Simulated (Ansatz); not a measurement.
Consider the atomization: `N[SiH2]N[SiH](N)O` → 9 H• + 3 N• + O• + 2 Si•.

Calculated with Ansatz (gas phase, PBE0-D4/def2-TZVP geometries, no zero-point term in ΔE). CCSD(T)/CBS is the MP2 limit (def2-TZVPP, def2-QZVPP) plus CCSD(T) − MP2 in def2-TZVPP, frozen cores. This one scheme is used for every species, atoms too. Functionals use def2-TZVPP. Open shells (•) are unrestricted, without spin–orbit coupling. Spin–orbit coupling would lower the free atoms: a little for O, Si. Each species was taken in one conformer, which may not be the lowest.

`N[SiH2]N[SiH](N)O`:

```xyz
15

N     0.081    2.103    0.630
Si   -0.720    0.791    1.442
N    -0.726   -0.560    0.388
Si    0.602   -1.211   -0.513
N    -0.036   -1.797   -1.986
O     1.720   -0.015   -0.566
H    -0.399    2.565   -0.130
H     0.549    2.785    1.208
H    -2.142    1.050    1.807
H     0.075    0.623    2.688
H    -1.585   -1.088    0.341
H     1.258   -2.394    0.095
H    -0.523   -1.187   -2.623
H     0.457   -2.522   -2.482
H     1.387    0.859   -0.299
```

CCSD(T)/CBS gives +5401.8 kJ/mol.

Another level gave +5417.8 kJ/mol. Which?
A. ωB97X-V/def2-TZVPP
B. PBE/def2-TZVPP
C. PBE-D4/def2-TZVPP
D. PBE0/def2-TZVPP

A. ωB97X-V 5417.8, PBE0 5301.4, PBE 5395.5, PBE-D4 5432.4 kJ/mol.

Largest T1 diagnostic among the species: 0.012.

In def2-TZVPP, CCSD(T) changes the Hartree–Fock value by +1484.1 kJ/mol (the triples alone add +77.4 kJ/mol) and MP2 by +1553.6 kJ/mol; breaking electron pairs costs correlation energy, which Hartree–Fock lacks. The D4 term adds +59.2 kJ/mol with B3LYP and +31.4 kJ/mol with PBE0; it sums over pairs of atoms, weighted by their polarisabilities, and B3LYP, whose exchange is more repulsive, gets the larger term.

B3LYP here is the variant with VWN-RPA as its local correlation; programs differ in this.

For atomizations the MP2-based limit and the directly extrapolated one differ by several kJ/mol either way, and by 10 to 25 for some Ge, Se and Sn compounds, so smaller differences from it don't rank the levels.
